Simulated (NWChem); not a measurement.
Molecule: CdHSeCl; SMILES [SeH][Cd][Cl]

```xyz
4

Cd     0.0093    -0.4671     0.0000
Cl     0.0062    -2.7588     0.0000
Se     0.0263     1.9794     0.0000
H     -1.4457     2.0186     0.0000
```
Atoms are numbered in this order, from 1.

Program: NWChem. Coordinates come from a PBE0/def2-SVP optimisation. def2 effective core potentials on Cd; no spin-orbit coupling.

For level B3LYP/def2-SVP:

```yaml
highest occupied level (eV): -6.86
orbital gap (eV): 4.87
```

**Question.** What are these values for level PBE/def2-SVP?

**Answer.** The highest occupied level (eV) is -5.99. The orbital gap (eV) is 3.44.
